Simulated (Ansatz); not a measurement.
The cluster Ga9P9. The state is a singlet with charge 0. Geometry PBE-D4/def2-SVP, basis def2-SVP, Ansatz.

```xyz
18

Ga    1.292   -0.085   -2.998
Ga   -1.109   -0.990   -1.793
Ga   -4.055    0.040   -0.728
Ga    3.273   -2.406    2.039
Ga    1.079    1.213    0.839
Ga   -1.193    2.521    1.911
Ga    2.904   -0.953   -0.347
Ga   -1.776   -1.731    0.849
Ga   -1.039   -0.154    2.821
P     0.919   -2.166   -1.197
P     0.547    3.518    0.491
P    -1.374    1.452   -1.794
P     0.693   -2.252    1.033
P    -2.965   -2.286   -1.095
P    -1.560    0.759    0.301
P     1.362   -0.554    2.404
P     2.429    1.428   -1.100
P     0.573    2.647   -1.639
```

```
run  HOMO (eV)  LUMO (eV)
  A      -5.61      -3.71
  B      -5.35      -4.06
  C      -4.82      -4.13
  D      -5.07      -4.23
```

Single mean-field runs in def2-SVP are fitted with def2-universal-jkfit. Another isomer (singlet) lies 1.62 eV lower at PBE0-D4/def2-TZVP; other spin states weren't run for this one.

Task: The runs used PBE, PBE0, r2SCAN, r2SCANh. Estimate which is which.

Result: A PBE0 (25 % exact exchange); B r2SCANh (10 % exact exchange); C PBE (0 % exact exchange); D r2SCAN (0 % exact exchange). Exact exchange lowers occupied and raises empty levels; among semilocal functionals meta-GGAs tend to open the gap a little, and such runs are hard to tell apart. The gap grows from 0.70 eV (PBE) to 1.90 eV (PBE0). The restricted singlet is unstable towards broken spin symmetry in Hartree–Fock (as tested in another run); at PBE0-D4/def2-SVP, r2SCANh-D4/def2-SVP, r2SCAN-D4/def2-SVP this wasn't settled.
